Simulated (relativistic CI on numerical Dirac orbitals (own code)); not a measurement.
## Co³⁺ in a cubic cluster: L2,3 absorption with charge transfer

Computed with a charge-transfer multiplet model of a cubic metal-ligand cluster with up to 2 ligand holes, Slater and spin-orbit integrals from Dirac-Coulomb-Breit ions, Slater integrals scaled by 0.9. The ground state mixes d6 with configurations of k ligand holes L, whose averages lie at kΔ + k(k − 1)U_dd/2; a core hole lowers each added d electron by U_cd. 20 K, Lorentzian 0.4 eV and Gaussian 0.3 eV FWHM.

Atomic integrals in eV (Slater integrals scaled, ζ unscaled), ground: F2dd 11.345, F4dd 7.087, zeta_d 0.071; with the core hole: F2dd 12.032, F4dd 7.520, zeta_d 0.093, zeta_core 9.664, F2cd 7.139, G1cd 5.417, G3cd 3.080.

Cluster parameters (eV): Δ = 4, U_dd = 7, U_cd = 8.5, 10Dq(ligand) = 1.3, V(eg) = 2.15, V(t2g) = -1, final-state hopping factor = 1.

| Case | n_d | d6 | d7L | d8L2 | S |
| --- | --- | --- | --- | --- | --- |
| 10Dq = -0.3 eV | 6.23 | 0.78 | 0.21 | 0.01 | 2.00 |
| 10Dq = 0.3 eV | 6.22 | 0.79 | 0.20 | 0.01 | 2.00 |
| 10Dq = 0.6 eV | 6.21 | 0.80 | 0.20 | 0.01 | 2.00 |
| 10Dq = 1.2 eV | 6.20 | 0.81 | 0.19 | 0.01 | 2.00 |
| 10Dq = 1.5 eV | 6.20 | 0.81 | 0.18 | 0.01 | 2.00 |

Weights, n_d and S are thermal averages at 20 K. Photon energies count from the first peak over 30 % of the highest in each spectrum, which can be another peak from case to case. The parameters are a model scan and need not match a compound or its usual spin state. A negative ionic 10Dq is a model choice; hopping adds the covalent part of the field. Peaks in eV (height, largest 100):
- 10Dq = -0.3 eV: -1.8 (26), -1.3 (28), 0.0 (88), 0.7 (100), 2.3 (24), 3.5 (14), 4.7 (7), 15.1 (39), 15.8 (24)
- 10Dq = 0.3 eV: -1.3 (28), 0.0 (100), 2.6 (21), 3.7 (14), 4.9 (7), 13.8 (5), 15.2 (41), 18.1 (6)
- 10Dq = 0.6 eV: -2.4 (18), -1.4 (25), 0.0 (100), 2.7 (18), 3.8 (12), 4.8 (6), 15.1 (39), 18.2 (6)
- 10Dq = 1.2 eV: -2.6 (25), -1.8 (19), 0.0 (100), 2.4 (15), 13.6 (5), 15.2 (30), 16.6 (9), 18.4 (5)
- 10Dq = 1.5 eV: -2.7 (28), 0.0 (100), 2.5 (16), 3.4 (12), 13.3 (6), 14.4 (10), 15.3 (28), 16.6 (9)

Curve for 10Dq = 1.2 eV (points under 2 left out, the grid thinned):

| E (eV) | Intensity |
| --- | --- |
| -3.7 | 2.2 |
| -3.3 | 4.9 |
| -2.9 | 15.1 |
| -2.5 | 23.8 |
| -2.1 | 16.5 |
| -1.7 | 18.7 |
| -1.3 | 12.0 |
| -0.9 | 14.6 |
| -0.4 | 44.9 |
| 0.0 | 100.0 |
| 0.4 | 63.4 |
| 0.8 | 48.6 |
| 1.2 | 32.4 |
| 1.6 | 25.1 |
| 2.0 | 14.9 |
| 2.4 | 14.7 |
| 2.8 | 13.5 |
| 3.2 | 12.5 |
| 3.6 | 11.3 |
| 4.0 | 9.8 |
| 4.4 | 7.4 |
| 4.8 | 5.8 |
| 5.3 | 5.1 |
| 5.7 | 4.3 |
| 6.1 | 3.9 |
| 6.5 | 3.2 |
| 6.9 | 2.3 |
| 7.3 | 2.2 |
| 7.7 | 2.3 |
| 13.0 | 2.8 |
| 13.4 | 4.9 |
| 13.8 | 4.7 |
| 14.2 | 6.3 |
| 14.6 | 9.6 |
| 15.0 | 24.6 |
| 15.4 | 26.7 |
| 15.8 | 14.8 |
| 16.3 | 8.4 |
| 16.7 | 8.8 |
| 17.1 | 5.2 |
| 17.5 | 2.9 |
| 17.9 | 3.3 |
| 18.3 | 5.0 |
| 18.7 | 4.4 |
| 19.1 | 2.0 |

For the case 10Dq = 0.6 eV, Δ = 4 eV is smaller than U_dd = 7 eV, the charge-transfer side of the Zaanen-Sawatzky-Allen scheme. With the core hole the configuration with one ligand hole lies at Δ + U_dd − U_cd = 2.5 eV above the one without, against Δ in the ground state. The added d electron screens the hole, so the order of the configurations is kept and charge-transfer satellites are weaker than in photoemission.
